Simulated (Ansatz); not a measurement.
Relaxation of a periodic cell of 17 atoms, LiNb16 (host Nb, host structure bcc, interstitial Li), to a largest force component of 0.08 eV/Å in at most 25 steps.

These are results of Ansatz 0.2.0, DFT PBE, scalar-relativistic, plane waves, PAW, not measurements. Settings: cutoff 420 eV, k mesh 2x2x2, fermi-dirac smearing 0.15 eV, no spin polarisation.

```xyz
17
Lattice="6.6000 0.0000 0.0000 0.0000 6.6000 0.0000 0.0000 0.0000 6.6000" Properties=species:S:1:pos:R:3:forces:R:3
Nb 0.000 0.000 0.000 2.55 -5.10 0.01
Nb 3.300 0.000 0.000 0.05 0.04 0.00
Nb 0.000 3.300 0.000 2.65 5.25 0.01
Nb 0.000 0.000 3.300 0.10 -0.19 0.00
Nb 1.650 1.650 1.650 -0.08 0.00 -0.06
Nb 3.300 3.300 0.000 0.04 -0.04 0.00
Nb 3.300 0.000 3.300 0.18 0.01 0.00
Nb 4.950 1.650 1.650 -2.58 -0.03 5.61
Nb 0.000 3.300 3.300 0.10 0.19 0.00
Nb 1.650 4.950 1.650 -0.19 0.00 0.01
Nb 1.650 1.650 4.950 -0.08 0.00 0.06
Nb 3.300 3.300 3.300 0.18 -0.01 0.00
Nb 4.950 4.950 1.650 -0.09 0.00 0.17
Nb 4.950 1.650 4.950 -2.62 -0.03 -5.67
Nb 1.650 4.950 4.950 -0.19 0.00 -0.01
Nb 4.950 4.950 4.950 -0.09 0.00 -0.18
Li 5.738 1.658 -0.003 0.09 -0.09 0.04
```

Question: Where does it end, and by what steps?

Answer: The forces met the threshold. The threshold is loose, so the end isn't yet a minimum. The force dipped under the threshold on the way, but the program's further checks kept it going. Limits of this set-up: coarse k mesh. After 6 steps the energy has fallen by 3.255 eV; Nb14 moved furthest, 0.30 Å.

```tsv
step	energy less start (eV)	largest force component (eV/Å)	accepted
0	0.0000	5.669	yes
1	-2.2990	2.310	yes
2	-3.0774	0.617	yes
3	-3.0023	0.953	no
4	-3.2546	0.037	yes
5	-3.2502	0.116	no
6	-3.2546	0.037	yes
```

```xyz
17
Lattice="6.6000 0.0000 0.0000 0.0000 6.6000 0.0000 0.0000 0.0000 6.6000" Properties=species:S:1:pos:R:3
Nb 0.170 -0.231 0.002
Nb 3.360 0.017 0.000
Nb 0.179 3.540 0.002
Nb -0.026 -0.015 3.301
Nb 1.586 1.650 1.634
Nb 3.359 3.285 0.000
Nb 3.220 -0.027 3.299
Nb 4.774 1.647 1.885
Nb -0.026 3.312 3.301
Nb 1.725 4.951 1.676
Nb 1.587 1.650 4.966
Nb 3.221 3.324 3.299
Nb 4.972 4.948 1.664
Nb 4.769 1.647 4.711
Nb 1.725 4.951 4.926
Nb 4.972 4.948 4.937
Li 5.771 1.662 -0.006
```

Whether the end is a true minimum wasn't checked by a vibrational analysis.

Run time: 57 s on 2 threads of Arm Neoverse V1, with other jobs on the host, peak memory 0.8 GiB.
